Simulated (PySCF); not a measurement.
**Choosing a basis for TDDFT**

Compound: C4H3BF2O.
SMILES: `C=C=C(C=O)B(F)F`

TDDFT with PBE0 (PySCF), vertical singlets, core orbitals frozen in the response, spherical d and f functions. Isolated species at its PBE0-D3(BJ)/def2-SVP geometry (one conformer only).

```csv
basis,functions,diffuse,S1 (eV),S2 (eV),S3 (eV),S4 (eV),S5 (eV),LUMO (eV),α (au)
6-31G*,118,no,3.51,4.63,5.69,5.79,6.45,-2.01,54.8
def2-SVP,127,no,3.47,4.62,5.63,5.74,6.37,-2.25,56.4
6-31+G*,150,yes,3.51,4.56,5.63,5.68,6.22,-2.42,63.0
def2-SVPD,193,yes,3.47,4.55,5.60,5.65,6.27,-2.49,66.9
aug-cc-pVDZ,211,yes,3.46,4.54,5.57,5.61,6.15,-2.44,67.8
def2-TZVP,266,no,3.47,4.55,5.62,5.66,6.27,-2.40,64.3
```

**Question.** How much do these states and the polarisability depend on the basis?

**Answer.** States are compared by their number. Against the largest diffuse basis here (aug-cc-pVDZ, itself not a converged limit), sets without diffuse functions differ by up to 0.06 eV in S1 and 0.30 eV in S5; the smaller diffuse sets differ by up to 0.05 and 0.11 eV. State by state, the largest deviation of a set without diffuse functions is S1 0.06, S2 0.09, S3 0.12, S4 0.18, S5 0.30 eV. The same number needn't mean the same state in each row. Against aug-cc-pVDZ the polarisability deviates by -19% in 6-31G*, -17% in def2-SVP, -7% in 6-31+G*, -1% in def2-SVPD, -5% in def2-TZVP. A single + in a Pople set puts diffuse functions on heavy atoms only.
